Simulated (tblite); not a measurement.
C5H14AlNS.
Atom-mapped SMILES: `[CH3:1][N+:2]1([CH3:3])[CH2:4][C@@H:5]([CH2:6][SH:7])[AlH2-:8]1` (hydrogens: H9, H10, H11 on C1; H12, H13, H14 on C3; H15, H16 on C4; H17 on C5; H18, H19 on C6; H20 on S7; H21, H22 on Al8)

Computed with GFN2-xTB (tblite), gas phase: L-BFGS steps from a force-field or distance-geometry start until the largest atomic force falls under 0.01 eV/Å.

Step 21: E = -682.6248 eV
```
atom  x, y, z in Å  |  force x, y, z in eV/Å
C1     -1.2229    0.8652    1.2341    0.008  -0.046  -0.050
N2     -1.0368    0.0375    0.0521   -0.010   0.029  -0.084
C3     -2.3206   -0.2508   -0.5687   -0.045   0.008   0.003
C4     -0.0693    0.6616   -0.8863    0.038   0.007  -0.020
C5      1.2266   -0.1730   -0.7780   -0.023  -0.095   0.016
C6      2.3341    0.5679   -0.0286   -0.044  -0.028  -0.067
S7      3.7785   -0.5373    0.1828   -0.049   0.111   0.044
Al8     0.1926   -1.6348    0.2236   -0.048   0.052   0.040
H9     -0.2657    0.9793    1.7418   -0.024  -0.008   0.006
H10    -1.9197    0.3798    1.9169    0.027  -0.004  -0.003
H11    -1.6129    1.8519    0.9576   -0.001  -0.010   0.093
H12    -2.8926   -0.8980    0.0954   -0.050   0.020   0.029
H13    -2.1571   -0.7940   -1.4991    0.005   0.006   0.027
H14    -2.8960    0.6590   -0.7664    0.008   0.016  -0.058
H15     0.0840    1.7160   -0.6373   -0.019   0.006   0.003
H16    -0.4727    0.6118   -1.8984    0.004  -0.009   0.016
H17     1.6032   -0.3660   -1.7937    0.024   0.042   0.054
H18     2.0244    0.8905    0.9698    0.019  -0.046  -0.076
H19     2.7031    1.4367   -0.5806    0.064  -0.018   0.024
H20     3.1089   -1.4389    0.9030   -0.011  -0.035   0.006
H21     0.3335   -1.8107    1.7681    0.087  -0.009  -0.024
H22    -0.5331   -2.7341   -0.6087    0.040   0.009   0.022
```

Step 22: E = -682.6275 eV
```
atom  x, y, z in Å  |  force x, y, z in eV/Å
C1     -1.2202    0.8603    1.2327   -0.015  -0.003   0.007
N2     -1.0350    0.0350    0.0497   -0.051   0.032  -0.019
C3     -2.3190   -0.2482   -0.5702   -0.087   0.009  -0.011
C4     -0.0710    0.6621   -0.8874    0.064  -0.006  -0.018
C5      1.2232   -0.1749   -0.7763    0.020  -0.032  -0.010
C6      2.3300    0.5696   -0.0280   -0.036  -0.020  -0.064
S7      3.7743   -0.5350    0.1841   -0.062   0.073   0.079
Al8     0.1935   -1.6394    0.2269   -0.031   0.093   0.023
H9     -0.2628    0.9774    1.7408   -0.043  -0.022  -0.008
H10    -1.9179    0.3762    1.9170    0.055  -0.014  -0.020
H11    -1.6137    1.8475    0.9598    0.016  -0.026   0.082
H12    -2.8995   -0.8882    0.0948   -0.023   0.027   0.010
H13    -2.1550   -0.7935   -1.4990   -0.012  -0.010   0.024
H14    -2.8869    0.6657   -0.7726    0.004   0.010  -0.059
H15     0.0798    1.7175   -0.6376   -0.007  -0.021   0.000
H16    -0.4751    0.6129   -1.8989    0.011  -0.013   0.003
H17     1.6033   -0.3670   -1.7911    0.014   0.034   0.053
H18     2.0187    0.8954    0.9699    0.036  -0.055  -0.104
H19     2.7028    1.4367   -0.5829    0.031  -0.046   0.046
H20     3.1051   -1.4420    0.9024    0.008   0.003  -0.020
H21     0.3484   -1.8116    1.7700    0.075  -0.016  -0.021
H22    -0.5332   -2.7371   -0.6050    0.035   0.001   0.025
```

Problem. Estimate the geometry and energy of step 23. (The exact step hangs on the optimiser's Hessian estimate; all steps are aligned on step 22, rigid shifts and turns removed.)

Solution. E = -682.6301 eV, largest force 0.112 eV/Å
```
atom  x, y, z in Å  |  force x, y, z in eV/Å
C1     -1.2177    0.8553    1.2312   -0.033   0.036   0.056
N2     -1.0342    0.0330    0.0468   -0.078   0.026   0.045
C3     -2.3189   -0.2455   -0.5718   -0.099   0.014  -0.022
C4     -0.0717    0.6623   -0.8887    0.052  -0.019  -0.010
C5      1.2203   -0.1774   -0.7747    0.046   0.040  -0.036
C6      2.3255    0.5707   -0.0289   -0.013  -0.011  -0.040
S7      3.7692   -0.5312    0.1868   -0.041   0.018   0.103
Al8     0.1934   -1.6417    0.2305   -0.014   0.105   0.005
H9     -0.2607    0.9753    1.7399   -0.042  -0.035  -0.017
H10    -1.9153    0.3726    1.9170    0.064  -0.035  -0.024
H11    -1.6142    1.8429    0.9637    0.023  -0.022   0.060
H12    -2.9069   -0.8784    0.0945    0.000   0.036  -0.009
H13    -2.1532   -0.7931   -1.4985   -0.032  -0.030   0.016
H14    -2.8784    0.6723   -0.7798   -0.011   0.007  -0.057
H15     0.0757    1.7184   -0.6377    0.009  -0.041  -0.005
H16    -0.4771    0.6134   -1.8993    0.020  -0.015  -0.016
H17     1.6038   -0.3670   -1.7879    0.008   0.012   0.024
H18     2.0140    0.8987    0.9681    0.031  -0.046  -0.097
H19     2.7034    1.4361   -0.5843   -0.002  -0.058   0.047
H20     3.1011   -1.4447    0.9015    0.021   0.034  -0.040
H21     0.3640   -1.8129    1.7713    0.062  -0.017  -0.015
H22    -0.5325   -2.7399   -0.6007    0.029  -0.001   0.030
```

The energy changes by -0.0026 eV. The first-order estimate −F·Δx gives -0.0036 eV and the mean of the old and new forces, exact on a quadratic surface, -0.0026 eV. The step makes an angle of 68° with the force vector and moves no atom by more than 0.016 Å.

The cost below is that of the whole relaxation. Time: 1.1 s wall. Hardware: Arm Neoverse V1, one thread, on a shared host.
